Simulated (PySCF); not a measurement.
AgF, optimised at GFN2-xTB:

```xyz
2

Ag     0.0039    -0.7265     0.6660
F     -0.0039     0.7265    -0.6660
```

Energies from PySCF (xtb for GFN2), thermal terms from the rigid-rotor harmonic-oscillator model, ideal gas at 1 bar. All species are closed-shell singlets. Ag: scalar-relativistic def2 core potential, no spin-orbit coupling.

List the harmonic frequencies (cm⁻¹, unscaled) at this level and at the other levels, each on its own geometry.


- GFN2-xTB: 414
- PBE/def2-SVP: 515
- PBE0/def2-TZVP: 500
